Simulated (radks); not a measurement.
Values are calculated unless marked as measured or tabulated.
Isoelectronic series with 24 electrons, each ion in its NIST ground configuration. Code: a radial shooting solver on a logarithmic mesh with Libxc functionals. Model: scalar-relativistic Kohn-Sham, SCAN, spin-unpolarised, spherical densities, finite nucleus; meta-GGA in the generalised Kohn-Sham scheme; Fermi nuclear charge, rms radius of each element as measured or else 0.836 A^(1/3) + 0.57 fm. Total energies (hartree) and orbital eigenvalues (hartree):

| ion | configuration | E (hartree) | 3d | 3p | 3s | 2p |
|---|---|---|---|---|---|---|
| Cr | [Ar] 3d5 4s1 | -1050.81310 | -0.10375 | -1.73253 | -2.82971 | -20.83086 |
| Mn+ | [Ar] 3d5 4s1 | -1158.28402 | -0.54674 | -2.37919 | -3.57995 | -23.69812 |
| Fe2+ | [Ar] 3d6 | -1271.85875 | -0.94091 | -2.95738 | -4.25956 | -26.58484 |
| Co3+ | [Ar] 3d6 | -1391.22670 | -1.65833 | -3.89356 | -5.31049 | -30.00160 |
| Ni4+ | [Ar] 3d6 | -1516.43513 | -2.51796 | -4.97374 | -6.51074 | -33.70775 |
| Cu5+ | [Ar] 3d6 | -1647.48184 | -3.50886 | -6.18592 | -7.84754 | -37.69161 |
| Zn6+ | [Ar] 3d6 | -1784.37230 | -4.62499 | -7.52391 | -9.31424 | -41.94666 |
| Ga7+ | [Ar] 3d6 | -1927.11944 | -5.86271 | -8.98414 | -10.90714 | -46.46970 |
